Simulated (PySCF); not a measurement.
Stepwise substitution at one centre (B NH2-SH). All species are isolated molecules in the gas phase. One relaxed conformer stands for each flexible species; it need not be the lowest. Strings in code marks are SMILES.

Method: PBE0-D4/def2-TZVP (PySCF). All candidates: neutral, multiplicity 1. Excitations are Tamm–Dancoff values on a coarser integration grid. The basis has no diffuse functions, so Rydberg states are missing or too high.

* **T1 excitation (TDA)**: 5.37 eV
* **HOMO–LUMO gap**: 7.29 eV
* **HOMO**: -6.82 eV

Task: Which member has these values?
A) `NB(N)N`
B) `SB(S)S`
C) `NB(N)S` (N–B–S–H torsion 180°)
D) `NB(S)S` (S–B–S–H torsion -180°, S–B–S–H torsion 0°)

Result: C, `NB(N)S` (N–B–S–H torsion 180°). The others give `SB(S)S`: 4.84 eV, 6.83 eV, -7.54 eV; `NB(N)N`: 5.79 eV, 7.44 eV, -6.55 eV; `NB(S)S` (S–B–S–H torsion -180°, S–B–S–H torsion 0°): 5.36 eV, 7.22 eV, -7.17 eV
